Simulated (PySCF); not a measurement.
Sb(Me)3 cation (C3H9Sb), SMILES [CH3][Sb]([CH3])[CH3] (connectivity only; charge and spin as stated), charge +1, multiplicity 2.

Geometry: r2SCAN-D4/def2-SVP. The multiplicity is an assumed one; no other spin state was optimised. The isomer is the one that the SMILES or the coordinates give; other isomers of the formula were not compared. The def2 effective core potentials stand for the cores of Sb; spin–orbit coupling is left out.

All values below come from PySCF with IEF-PCM-M06-2X/def2-SVP.

The values are the electrostatic part of the solvation free energy, E(continuum) − E(gas) at the gas-phase geometry, in a cavity of scaled van der Waals radii (PySCF's table); cavitation and dispersion terms are not included. A continuum can't describe solvent molecules that bind to the metal.

### Question
Estimate the values in water (ε = 78.36), n-hexane (ε = 1.88), dichloromethane (ε = 8.93). (Estimate from the structure and the level; the computed values follow.)

### Answer

```
solvent              ε  ΔG(elec) (kcal/mol)
---------------  -----  -------------------
water            78.36                -55.5
n-hexane          1.88                -26.0
dichloromethane   8.93                -49.7
```
